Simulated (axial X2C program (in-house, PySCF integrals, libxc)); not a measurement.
## Curves of AuB⁺ by EOM-EA-CCSD

Computed with an in-house all-electron X2C program for linear molecules (integrals from PySCF): two-component X2C with atomic mean-field Coulomb and Gaunt terms, Gaussian nuclei, basis Au dyall-acv3z, B dyall-av3z with contracted cores.

Energies in eV from the lowest point of the lowest state; states are followed by energy order within each Ω. Reference: AuB²⁺, 12 electrons correlated in 92 virtual spinors with an MP2 remainder; levels at this size can be off by some tenths of an eV. Masses 196.967 and 11.009 u.

```
R (Å)  (1)Ω=1/2  (2)Ω=1/2  (1)Ω=3/2  (3)Ω=1/2
1.731    0.3176    2.5258    2.8298    4.6533
1.807    0.0854    2.2757    2.5257    4.2998
1.882    0.0000    2.1683    2.3722    4.1001
1.967    0.0184    2.1597    2.3205    3.9949
2.051    0.1107    2.2241    2.3503    3.9663
2.164    0.2909    2.3682    2.4592    3.9898
```

Fit the curves (1)Ω=1/2, (2)Ω=1/2, (1)Ω=3/2 near their minima.

At EOM-EA-CCSD from AuB²⁺ (the fit fixes ωe to about one per cent; ωe of higher roots by this method can be off by ten per cent):

| state | Te (cm⁻¹) | Re (Å) | ωe (cm⁻¹) |
| --- | --- | --- | --- |
| (1)Ω=1/2 | 0 | 1.907 | 618.6 |
| (2)Ω=1/2 | 17400 | 1.931 | 572.0 |
| (1)Ω=3/2 | 18750 | 1.971 | 533.2 |

For AuB²⁺ at CCSD, and between the minima:

Re = 1.953 Å, ωe = 461.0 cm⁻¹; removing the electron costs 16.072 eV without zero-point terms.

T1 of the reference reaches 0.026 (Lee–Taylor). Curves followed by order can swap character. Number of frozen shells: Au 5 s, 4 p, 2 d, 1 f; B 1 s. Roots with under 60 % one-particle weight at any point are counted in the labels but not shown, and the list ends where the roots sought for some Ω run out; states that need a further excitation are missing and may lie low or lowest. Curves with a minimum but no constants failed the fit check.
